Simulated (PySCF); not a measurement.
Excitation energy of Zn by level of theory

Zn [Ar] 3d10 4s2 (1S) → Zn [Ar] 3d10 4s1 4p1 (3P), as a difference of total energies. Computed with PySCF 2.14 in x2c-QZVPPall, with scalar relativity by spin-free X2C-1e. Correlated levels: valence: [Ar] frozen; valence and next inner shell: [Ne] frozen. The calculations carry no spin-orbit coupling.

**Question.** Order these methods by the excitation energy they give, lowest first.
A. PBE0
B. UHF
C. SCS-MP2 (valence)
D. MN15

**Answer.** B (21938 cm⁻¹), A (31697 cm⁻¹), C (32447 cm⁻¹), D (34448 cm⁻¹).

Errors of the correlated levels include the incompleteness of this basis and the frozen core.

The basis was made for the ground configuration and has no added diffuse functions, so the excitation energy can come out too high.

For comparison: 32696 cm⁻¹ (measured; NIST levels, between the centres of gravity of the two terms).
